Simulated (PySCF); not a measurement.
**Spinor energies of Er⁺ (erbium, charge +1)**

Start: [Xe] 4f12 6s1; 4f5/2 filled at m_j = -5/2, -3/2, -1/2, +1/2, +3/2, +5/2; 4f7/2 filled at m_j = -3/2, -1/2, +1/2, +3/2, +5/2, +7/2; 6s1/2 filled at m_j = +1/2. Calculated with PySCF 2.14 in x2c-SVPall-2c with one added diffuse shell each of s, p, d, f type (8s11p10d4f1g, 128 functions): generalised Hartree-Fock with the X2C-1e Hamiltonian and a Gaussian nucleus; one run each with spin-orbit coupling (SO) switched off, then screened by Boettger's factors.

| spinor shell | electrons | ε, spin-free (eV) | ε, screened SO (eV) | weight of nominal j (screened SO) | rms radius, screened SO (bohr) |
| --- | --- | --- | --- | --- | --- |
| 1s1/2 | 2 | -57779.8 | -57766.6 | 1.000 | 0.0231 |
| 2s1/2 | 2 | -9840.3 | -9836.2 | 1.000 | 0.0935 |
| 2p1/2 | 2 | -8701.7 | -9351.5 | 1.000 | 0.0798 |
| 2p3/2 | 4 | -8701.7 | -8428.9 | 1.000 | 0.0866 |
| 3s1/2 | 2 | -2263.9 | -2262.6 | 1.000 | 0.240 |
| 3p1/2 | 2 | -1910.8 | -2049.8 | 1.000 | 0.231 |
| 3p3/2 | 4 | -1910.8 | -1851.6 | 1.000 | 0.245 |
| 3d3/2 | 4 | -1466.1 | -1491.6 | 1.000 | 0.218 |
| 3d5/2 | 6 | -1466.1 | -1448.0 | 1.000 | 0.222 |
| 4s1/2 | 2 | -477.84 | -477.49 | 1.000 | 0.541 |
| 4p1/2 | 2 | -359.21 | -391.47 | 0.998 | 0.554 |
| 4p3/2 | 4 | -359.21 | -345.39 | 0.999 | 0.586 |
| 4d3/2 | 4 | -197.14 | -203.80 | 0.980 | 0.625 |
| 4d5/2 | 6 | -197.14 | -192.44 | 0.987 | 0.637 |
| 5s1/2 | 2 | -69.355 | -69.309 | 1.000 | 1.35 |
| 5p1/2 | 2 | -39.085 | -43.362 | 0.989 | 1.54 |
| 5p3/2 | 4 | -39.085 | -37.291 | 0.995 | 1.66 |
| 4f5/2 | 6 | -19.999 | -21.072 | 0.894 | 0.897 |
| 4f7/2 | 6 | -19.999 | -18.824 | 0.909 | 0.927 |
| 6s1/2 | 1 | -11.047 | -11.051 | 1.000 | 4.09 |

| quantity | spin-free | screened SO |
| --- | --- | --- |
| E (hartree) | -13075.99349 | -13086.83936 |
| M_J | 13/2 | 13/2 |
| ⟨J²⟩ | 48.766 | 48.766 |
| ⟨L²⟩ | 30.013 | 30.181 |
| ⟨S²⟩ | 3.752 | 3.828 |

Each row is a mean over spinors that exchange with the open shell spreads, by up to 12.978 eV (4d5/2).

Rows whose weight is well below 1 are mixtures of j = l ± 1/2: exchange outweighs spin-orbit coupling there, and the label is only the starting occupation.

Breit and QED terms are absent; they matter most for the inner s and p1/2 levels.

Densities and radii are taken from the X2C orbitals without a picture-change correction, which distorts them close to the nucleus.

Without spin-orbit coupling the j labels of p, d and f shells carry no meaning; the spin-free column gives the mean over the occupied spinors of each nl shell.
